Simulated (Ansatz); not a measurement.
`C[SiH](S)Br` + H–F → `C[SiH](F)Br` + H₂S at 700 K and 1 bar (ligand exchange at the Si–S bond).

Program: Ansatz. Geometries: PBE0-D4/def2-TZVP. ΔE: electronic, gas phase. CBS: MP2 limit from def2 TZ/QZ plus the TZ coupled-cluster correction, frozen cores. This one scheme is used for every species. For Br outer-core shells are correlated without core-valence functions, which leaves a few kJ/mol of doubt a bond. Scalar relativity is left out up to krypton. One conformer a species, not always the lowest.

| species | CCSD(T)/CBS energy (Eh) | H − E (kJ/mol) | S (J/(mol·K)) |
| --- | --- | --- | --- |
| `C[SiH](S)Br` | -3301.32855 | 221.3 | 460.7 |
| H–F | -100.39570 | 45.2 | 198.5 |
| `C[SiH](F)Br` | -3002.78099 | 193.6 | 422.9 |
| H₂S | -398.97279 | 64.8 | 236.9 |

H − E and S are ideal-gas, rigid-rotor, harmonic terms from PBE0-D4/def2-TZVP, for one conformer and one mirror image of each species. 1 Eh = 2625.50 kJ/mol, R = 8.31446 J/(mol·K).

Question: By hand: ΔE, ΔH, ΔS and ΔG.

Answer: ΔE = (-3002.78099) + (-398.97279) − (-3301.32855) − (-100.39570) = -0.02953 Eh = -77.5 kJ/mol. Δ(H − E) = 193.6 + 64.8 − 221.3 − 45.2 = -8.1, so ΔH = -85.6 kJ/mol. ΔS = 422.9 + 236.9 − 460.7 − 198.5 = 0.6 J/(mol·K). ΔG = -85.6 − 700 × (0.6)/1000 = -86.0 kJ/mol.

Question: By hand: the equilibrium constant, and the temperature at which ΔG would vanish if ΔH and ΔS stayed fixed.

Answer: log₁₀ K = −ΔG/(RT ln 10) = 6.4. ΔH and −TΔS have one sign here, so there is no such temperature. One of them is within its doubt of zero, so this could turn.

The number of gas molecules stays the same, so ΔS is small and ΔH decides. A doubt of 5 kJ/mol in ΔE shifts log₁₀ K by 0.4 here. Other conformers and mirror images would add mixing entropy, several J/(mol·K) or more a flexible species. These are equilibria of isolated gas molecules and say nothing of rates. Largest T1 diagnostic: 0.009 (customary marks: 0.02 for closed shells, 0.045 for open ones).
